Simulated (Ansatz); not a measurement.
Isolated molecules relaxed with PBE0-D4/def2-TZVP in Ansatz; ΔE leaves out vibrations. CCSD(T)/CBS adds triple-zeta CCSD(T) − MP2 to the extrapolated MP2 energy (def2 sets, frozen cores). def2 core potentials past Kr. For In, W outer-core shells are correlated without core-valence functions, which leaves a few kJ/mol of doubt a bond. Each species was taken in one conformer, which may not be the lowest.

Consider the redistribution: `[SiH3][O][In]([Cl])[Cl]` + `[OH][W]([OH])([F])([Cl])([Cl])[Cl]` → `[F][In]([Cl])[O][SiH3]` + `[OH][W]([OH])([Cl])([Cl])([Cl])[Cl]`.

| level | ΔE (kJ/mol) |
| --- | --- |
| SCS-MP2/def2-TZVPP | 69.5 |
| HF/def2-QZVPP | 103.3 |

Q: What does CCSD(T)/CBS give? (An estimate is asked.)

A: The calculation gave: +71.6 kJ/mol. The listed levels differ from it by -2.1, 31.7 kJ/mol.

Largest T1 diagnostic among the species: 0.023, so the coupled-cluster value is less sure than usual.

From PBE to PBE0 (25 % exact exchange), in def2-TZVPP and without D4, ΔE moves by +6.9 kJ/mol. The D4 term adds −5.5 kJ/mol with B3LYP and −2.7 kJ/mol with PBE0; it sums over pairs of atoms, weighted by their polarisabilities, and B3LYP, whose exchange is more repulsive, gets the larger term.

B3LYP here is the variant with VWN-RPA as its local correlation; programs differ in this.
